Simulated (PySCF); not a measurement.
# Bond length, frequency and bond energy of CdSi by level of theory

State: ³Σ⁻ (triplet), unpaired electrons π ↑↑. Set-up: PySCF, spin-free X2C with a Gaussian nucleus, basis sets Cd x2c-TZVPPall, Si x2c-TZVPPall. De refers to Cd + Si in their high-spin ground configurations, without counterpoise correction. The functionals are run spin-unrestricted. A positive dipole means Cd(−)Si(+).

```csv
Level,Re (Å),ωe (cm⁻¹),De (eV),μ (D)
ROHF,2.925,99.9,0.117,-2.44
ROHF-MP2,2.533,228,0.72,n/a
ROHF-SCS-MP2,2.586,205,0.56,n/a
PBE,2.553,233,0.93,-2.31
PW91,2.549,233,0.94,-2.25
TPSS,2.553,232,0.91,-2.59
r²SCAN,2.531,241,0.95,-2.53
PBE0,2.564,228,0.84,-2.66
M06,2.586,216,0.74,-1.70
MN15,2.555,216,0.83,-1.84
CAM-B3LYP,2.603,198,0.54,-2.38
```

**Question.** What does a quarter of exact exchange do here, going from PBE to PBE0?

**Answer.** PBE0 less PBE: +1.1 pm in Re, -2.1 % in ωe, -0.09 eV in De. Exact exchange removes part of the self-interaction that spreads semilocal densities, and in most molecules shortens and stiffens the bond and lowers De; here Re and ωe go the other way.

**Question.** What does second-order correlation do here, going from ROHF to ROHF-MP2?

**Answer.** ROHF-MP2 less ROHF: -39.2 pm in Re, +128.2 % in ωe, +0.60 eV in De. Correlation nearly always deepens the well. The bond shortens, as in weak, metallic or heavy-atom bonds, where dispersion and the correlation of outer-core electrons pull the atoms together.

Correlated steps freeze 19 core orbitals. Spin–orbit coupling is left out. The state was picked by a PBE0 search and need not be the measured ground state.

The whole job (state search and all levels along the bond) took about 7.3 min on 2 threads of Intel Xeon 6975P-C (shared host), peak memory 7 GiB.
